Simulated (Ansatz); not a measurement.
Reaction (ligand exchange at a B–O bond): `OB(O)F` + `O[SiH3]` → `OB(F)O[SiH3]` + H₂O

Isolated molecules relaxed with PBE0-D4/def2-TZVP in Ansatz; ΔE leaves out vibrations. CCSD(T)/CBS adds triple-zeta CCSD(T) − MP2 to the extrapolated MP2 energy (def2 sets, frozen cores). This one scheme is used for every species. DFT in def2-TZVPP. One conformer a species, not always the lowest.

```csv
species,BHLYP energy (Eh)
`OB(O)F`,-276.52885
`O[SiH3]`,-367.16313
`OB(F)O[SiH3]`,-567.26942
H₂O,-76.42312
```

Question: Work out ΔE.

Answer: ΔE = (-567.26942) + (-76.42312) − (-276.52885) − (-367.16313) = -0.00056 Eh = -0.4 kcal/mol. CCSD(T)/CBS gives -1.6 kcal/mol.

Largest T1 diagnostic among the species: 0.012.

From BLYP to BHLYP (50 % exact exchange), in def2-TZVPP and without D4, ΔE moves by −0.9 kcal/mol. The D4 term adds −1.2 kcal/mol with B3LYP and −0.7 kcal/mol with PBE0; it sums over pairs of atoms, weighted by their polarisabilities, and B3LYP, whose exchange is more repulsive, gets the larger term. Leaving LDA and LC-ωPBE aside and taking each functional with its dispersion term where it has one, the values, not all of them listed here, spread over 1.4 kcal/mol, from BHLYP-D4 to PBE-D4.

B3LYP here is the variant with VWN-RPA as its local correlation; programs differ in this.
